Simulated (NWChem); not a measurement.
# BHOI$_{2}$; SMILES OB(I)I

```xyz
5

B      0.8308     0.0129     0.0000
I     -0.2277    -1.8585     0.0000
I     -0.2261     1.8650     0.0000
O      2.1643     0.0513     0.0000
H      2.5872    -0.8170     0.0000
```
Atoms are numbered in this order, from 1.

All runs use the structure optimised with PBE0/def2-SVP. Not confirmed as a minimum by frequencies. def2 effective core potentials on I; no spin-orbit coupling.

Symmetry labels are those of Cs in the frame above (b1 and b2, or b-type labels, depend on it).

Q: List the 4 lowest vertical singlet excitations from CAM-B3LYP/def2-SVPD with def2 effective core potentials on I, TDA (NWChem).

A: 
```tsv
state	energy (eV)	oscillator strength	symmetry	leading excitation (squared amplitude)
S1	5.14	0.000	a"	HOMO → LUMO (0.99)
S2	5.68	0.010	a'	HOMO → LUMO+1 (0.43)
S3	5.91	0.000	a"	HOMO−2 → LUMO (0.98)
S4	5.93	0.200	a'	HOMO−1 → LUMO (0.52)
```
